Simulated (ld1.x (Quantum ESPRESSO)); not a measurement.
## N: RRKJ pseudisation with PBE, scalar-relativistic reference atom.

The input file (ld1.x (Quantum ESPRESSO) 7.5):

```
&input
   title='N', zed=7., rel=1, dft='PBE', iswitch=3,
   config='[He] 2s2 2p1',
   nld=2, rlderiv=2.45, eminld=-6.0, emaxld=5.0, deld=0.02
 /
 &inputp
   pseudotype=2, tm=.false., lloc=0,
   nlcc=.true., new_core_ps=.true., rcore=0.80,
   file_pseudopw='N.UPF', file_wfcaegen='ae.wfc', file_wfcncgen='nc.wfc', file_beta='beta', file_chi='chi'
 /
2
2P  2  1   1.00   0.00  2.25  2.25  0.0
2S  1  0   2.00   0.00  1.05  1.05  0.0
 &test
   configts(1)='2s2 2p1'
 /
```

Command:

```bash
ld1.x < N.in > N.out
```

Resulting log (shortened: banner, matrices, multipoles, cross overlaps and the repeated all-electron block are left out):

```
Program LD1 v.7.5
     --------------------------- All-electron run ----------------------------

     N
     scalar relativistic calculation

     atomic number is  7.00
     dft =PBE   lsd =0 sic =0 latt =0  beta=0.20 tr2=1.0E-14
     Exchange-correlation= PBE
                           (   1   4   3   4   0   0   0)
     mesh =1085 r(mesh) =  99.89202 a.u. xmin = -7.00 dx = 0.01250
     1 Ry =  13.60569312 eV, c = 137.03599908

     n l     nl                  e(Ry)          e(Ha)          e(eV)
     1 0     1S 1( 2.00)       -31.1536       -15.5768      -423.8666
     2 0     2S 1( 2.00)        -3.6132        -1.8066       -49.1598
     2 1     2P 1( 1.00)        -2.7571        -1.3785       -37.5117

     final scf error:  2.6E-15 reached in  14 iterations

     Etot =    -105.786813 Ry,     -52.893406 Ha,   -1439.302912 eV

     Ekin =     105.673042 Ry,      52.836521 Ha,    1437.754981 eV
     Encl =    -236.716407 Ry,    -118.358204 Ha,   -3220.690797 eV
     Eh   =      36.682461 Ry,      18.341230 Ha,     499.090304 eV
     Exc  =     -11.425908 Ry,      -5.712954 Ha,    -155.457401 eV

     normalization and overlap integrals

     s(1S/1S) =  1.000000  <r> =   0.2294  <r2> =    0.0712  r(max) =   0.1483
     s(2S/2S) =  1.000000  <r> =   1.1711  <r2> =    1.6241  r(max) =   0.9551
     s(2P/2P) =  1.000000  <r> =   1.1381  <r2> =    1.6043  r(max) =   0.8642

     ------------------------ End of All-electron run ------------------------

     --------------------- Generating NC pseudopotential ---------------------

      Generating local pot.: lloc=0, matching radius rcloc =   1.0500

      Computing core charge for nlcc:

       r > 0.80 : true rho core
      Core charge pseudized with two Bessel functions
      Integrated core pseudo-charge :   0.20

      Wfc   2P  rcut= 2.235  Estimated cut-off energy=       36.71 Ry
      This function has    0 nodes for 0 < r <    2.235

     ------------------- End of pseudopotential generation -------------------

     Computing logarithmic derivative in   2.45434
     Computing logarithmic derivative in   2.45434
     Computing the partial wave expansion
       no projector for channel:   0
     R is outside the sphere for l=    1 j= 0.00

     ---------------------- Testing the pseudopotential ----------------------

     N
     scalar relativistic calculation

     atomic number is  7.00   valence charge is  5.00
     dft =PBE   lsd =0 sic =0 latt =0  beta=0.20 tr2=1.0E-14
     mesh =1085 r(mesh) =  99.89202 xmin = -7.00 dx = 0.01250

     n l     nl             e AE (Ry)        e PS (Ry)    De AE-PS (Ry)
     1 0     2S   1( 2.00)       -3.61318       -3.61321        0.00003
     2 1     2P   1( 1.00)       -2.75706       -2.75706        0.00000

     eps = 8.8E-15  iter = 18

     Etot =    -105.786813 Ry,     -52.893406 Ha,   -1439.302912 eV
     Etotps =   -16.282215 Ry,      -8.141107 Ha,    -221.530818 eV

     Ekin =       6.925249 Ry,       3.462624 Ha,      94.222810 eV
     Encl =     -25.562488 Ry,     -12.781244 Ha,    -347.795367 eV
     Ehrt =       6.828934 Ry,       3.414467 Ha,      92.912378 eV
     Ecxc =      -2.995058 Ry,      -1.497529 Ha,     -40.749839 eV
     (Ecc =      -0.220377 Ry,      -0.110189 Ha,      -2.998389 eV)
     Epseu=      -1.478851 Ry,      -0.739426 Ha,     -20.120800 eV

     ---------------------- End of pseudopotential test ----------------------
```

Generation and configuration tests took about 0.94 s on one core of a shared server CPU.

Transferability test of the new file with ld1.x, input:

```
&input
   title='N', zed=7., rel=1, dft='PBE', iswitch=2,
   config='[He] 2s2 2p1'
 /
 &test
   file_pseudo='N.UPF', nconf=8,
   configts(1)='2s2 2p1',
   configts(2)='2s2 2p3',
   configts(3)='2s2 2p2',
   configts(4)='2s2 2p0',
   configts(5)='2s1 2p0',
   configts(6)='2s2 2p3.3',
   configts(7)='2s1 2p4',
   configts(8)='2s2 2p2.5'
 /
```

```bash
ld1.x < N.test.in > N.test.out
```

Pseudopotential blocks of its output, shortened (energy terms left out; the distinct warnings before each block abridged to one line each):

```
     ---------------------- Testing the pseudopotential ----------------------

     n l     nl             e AE (Ry)        e PS (Ry)    De AE-PS (Ry)
     1 0     2S   1( 2.00)       -3.61318       -3.61321        0.00003
     2 1     2P   1( 1.00)       -2.75706       -2.75706       -0.00000

     eps = 1.8E-15  iter =  9

     Etot =    -105.786813 Ry,     -52.893407 Ha,   -1439.302915 eV
     Etotps =   -16.282215 Ry,      -8.141107 Ha,    -221.530817 eV

     ---------------------- End of pseudopotential test ----------------------

          ---------------------- Testing the pseudopotential ----------------------

     n l     nl             e AE (Ry)        e PS (Ry)    De AE-PS (Ry)
     1 0     2S   1( 2.00)       -1.36581       -1.34882       -0.01700  !
     2 1     2P   1( 3.00)       -0.52111       -0.54774        0.02663  !

     eps = 3.1E-15  iter =  9

     Etot =    -108.906480 Ry,     -54.453240 Ha,   -1481.748142 eV
     Etotps =   -19.467456 Ry,      -9.733728 Ha,    -264.868238 eV
     dEtot_ae =      -3.119667 Ry
     dEtot_ps =      -3.185242 Ry,   Delta E=       0.065575 Ry

     ---------------------- End of pseudopotential test ----------------------

          ---------------------- Testing the pseudopotential ----------------------

     n l     nl             e AE (Ry)        e PS (Ry)    De AE-PS (Ry)
     1 0     2S   1( 2.00)       -2.38592       -2.39416        0.00823  !
     2 1     2P   1( 2.00)       -1.52057       -1.56309        0.04252  !

     eps = 9.6E-17  iter =  9

     Etot =    -107.907526 Ry,     -53.953763 Ha,   -1468.156687 eV
     Etotps =   -18.430672 Ry,      -9.215336 Ha,    -250.762065 eV
     dEtot_ae =      -2.120713 Ry
     dEtot_ps =      -2.148457 Ry,   Delta E=       0.027744 Ry

     ---------------------- End of pseudopotential test ----------------------

          Warning: n=2, l=1 expected 0 nodes, found 1
     ---------------------- Testing the pseudopotential ----------------------

     n l     nl             e AE (Ry)        e PS (Ry)    De AE-PS (Ry)
     1 0     2S   1( 2.00)       -5.00709       -4.94128       -0.06580  !
     2 1     2P   1( 0.00)       -4.19522       -4.05869       -0.13653  !

     eps = 2.7E-15  iter =  8

     Etot =    -102.326325 Ry,     -51.163163 Ha,   -1392.220578 eV
     Etotps =   -12.880607 Ry,      -6.440303 Ha,    -175.249586 eV
     dEtot_ae =       3.460488 Ry
     dEtot_ps =       3.401608 Ry,   Delta E=       0.058880 Ry

     ---------------------- End of pseudopotential test ----------------------

          ---------------------- Testing the pseudopotential ----------------------

     n l     nl             e AE (Ry)        e PS (Ry)    De AE-PS (Ry)
     1 0     2S   1( 1.00)       -6.43650       -6.34799       -0.08850  !
     2 1     2P   1( 0.00)       -5.70130       -5.43090       -0.27039  !

     eps = 6.9E-15  iter = 11

     Etot =     -96.606746 Ry,     -48.303373 Ha,   -1314.401743 eV
     Etotps =    -7.236626 Ry,      -3.618313 Ha,     -98.459311 eV
     dEtot_ae =       9.180067 Ry
     dEtot_ps =       9.045589 Ry,   Delta E=       0.134478 Ry

     ---------------------- End of pseudopotential test ----------------------

          ---------------------- Testing the pseudopotential ----------------------

     n l     nl             e AE (Ry)        e PS (Ry)    De AE-PS (Ry)
     1 0     2S   1( 2.00)       -1.11160       -1.08452       -0.02708  !
     2 1     2P   1( 3.30)       -0.27726       -0.29388        0.01662  !

     eps = 5.1E-15  iter = 16

     Etot =    -109.025475 Ry,     -54.512738 Ha,   -1483.367158 eV
     Etotps =   -19.592968 Ry,      -9.796484 Ha,    -266.575911 eV
     dEtot_ae =      -3.238662 Ry
     dEtot_ps =      -3.310753 Ry,   Delta E=       0.072091 Ry

     ---------------------- End of pseudopotential test ----------------------

          ---------------------- Testing the pseudopotential ----------------------

     n l     nl             e AE (Ry)        e PS (Ry)    De AE-PS (Ry)
     1 0     2S   1( 1.00)       -1.39869       -1.38497       -0.01372  !
     2 1     2P   1( 4.00)       -0.55190       -0.58017        0.02827  !

     eps = 3.1E-15  iter = 12

     Etot =    -108.060693 Ry,     -54.030347 Ha,   -1470.240630 eV
     Etotps =   -18.664485 Ry,      -9.332242 Ha,    -253.943249 eV
     dEtot_ae =      -2.273880 Ry
     dEtot_ps =      -2.382270 Ry,   Delta E=       0.108390 Ry

     ---------------------- End of pseudopotential test ----------------------

          ---------------------- Testing the pseudopotential ----------------------

     n l     nl             e AE (Ry)        e PS (Ry)    De AE-PS (Ry)
     1 0     2S   1( 2.00)       -1.84634       -1.84452       -0.00183
     2 1     2P   1( 2.50)       -0.98810       -1.02751        0.03940  !

     eps = 2.7E-15  iter = 12

     Etot =    -108.532115 Ry,     -54.266058 Ha,   -1476.654655 eV
     Etotps =   -19.076277 Ry,      -9.538138 Ha,    -259.545964 eV
     dEtot_ae =      -2.745302 Ry
     dEtot_ps =      -2.794062 Ry,   Delta E=       0.048760 Ry

     ---------------------- End of pseudopotential test ----------------------
```
